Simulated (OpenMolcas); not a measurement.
Pr3+: effect of the ligand basis

Pr3+ with 6 ligands (chloride) in trigonal antiprismatic coordination (D3d) at 2.75 Å, a polar angle of 59.7° against the regular 54.74°. A charge of +0.5 e stands 2.8 Å behind each ligand.

| Item | Value |
| --- | --- |
| Program | OpenMolcas |
| Method | CASSCF |
| Spin-orbit coupling | state interaction with AMFI integrals over the reference wave functions |

Fixed: metal basis ANO-RCC-VTZP, active space 2 electrons in 7 orbitals (4f), DKH2 Hamiltonian.

States (labels of D3, the rotations of D3d). Energies in cm-1 above the lowest state or level, χT in cm3 K/mol.

```json
{"Run": "A", "Ligand basis": "ANO-RCC-VDZP", "Ground state": "3A2", "First state of that spin": "3E 5.4", "First gap with spin-orbit (degeneracies)": "133.6 (1, 2)", "Width of lowest J": "592", "χT at 300 K": "1.520", "Cost": "roughly 80 core-seconds"}
{"Run": "B", "Ligand basis": "ANO-RCC-VTZP", "Ground state": "3A2", "First state of that spin": "3E 3.4", "First gap with spin-orbit (degeneracies)": "138.9 (1, 2)", "Width of lowest J": "596", "χT at 300 K": "1.515", "Cost": "roughly 2.4 core-minutes"}
```

Against A, the width of the lowest J multiplet changes by +0.7 % in B.

Costs are those of the RASSCF and RASSI steps.

Without dynamic correlation the ligand-field splitting of an f shell can come out too small, at times by half. No measured value stands beside these numbers; the geometry was imposed, not optimised, and the real ion may take another.
